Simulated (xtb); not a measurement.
I4Ti, charge -1, doublet, at a GFN2-xTB geometry (such geometries of metal compounds can be far from the true shape) (the multiplicity is a formal guess). Base run: GFN2-xTB (xtb).

Geometry (Å):
```xyz
5

Ti     0.0000     0.0000     0.0000
I      2.1399    -0.6081    -1.5279
I      0.8046     0.4514     2.5362
I     -1.1986     2.2144    -0.9712
I     -1.7459    -2.0577    -0.0371
```
Charge -1, spin multiplicity 2.
All else is at xtb's defaults.
Base energy -17.40656 Eh.

Variants of this job, named by their change:

```tsv
change	ΔE vs base (kJ/mol)	G_solv (kcal/mol)	SCF cycles
base	0.00	-	12
etemp = 1000	-9.56	-	12
gbsa = acetonitrile	-198.4	-47.43	12
alpb = benzene	-172.3	-41.18	12
acc = 0.1	0.00	-	14
file = coord	0.00	-	12
alpb = hexane	-133.5	-32.04	11
```

ALPB and GBSA are two models with their own fitted parameters for each solvent, which aren't always the measured dielectric constant.
